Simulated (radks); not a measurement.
Q: Valence configurations of Cu2+ (all share [Ar]). Calculated with a radial shooting solver on a logarithmic mesh with Libxc functionals: scalar-relativistic Kohn-Sham, r2SCAN, spin-polarised, spherical densities, finite nucleus; open shells are filled with parallel spins first; meta-GGA in the generalised Kohn-Sham scheme; Fermi nuclear charge, rms radius 3.8823 fm. Order these by energy: 3d8.5 4p0.5; 3d8.5 4s0.5; 3d8 4p1; 3d7 4p2; 3d6.5 4s2 4p0.5; 3d9; 3d7 4s2; 3d6 4s2 4p1; 3d7.5 4p1.5; 3d8 4s1.

A: From the lowest, in eV above it: 3d9 0.000; 3d8.5 4s0.5 3.862; 3d8.5 4p0.5 7.592; 3d8 4s1 8.165; 3d8 4p1 16.126; 3d7 4s2 21.784; 3d7.5 4p1.5 25.726; 3d6.5 4s2 4p0.5 33.906; 3d7 4p2 36.490; 3d6 4s2 4p1 47.280. NIST lists [Ar] 3d9 as the ground configuration; this level of theory agrees among the configurations tried. The energies are those of spherical high-spin densities, not of single terms.
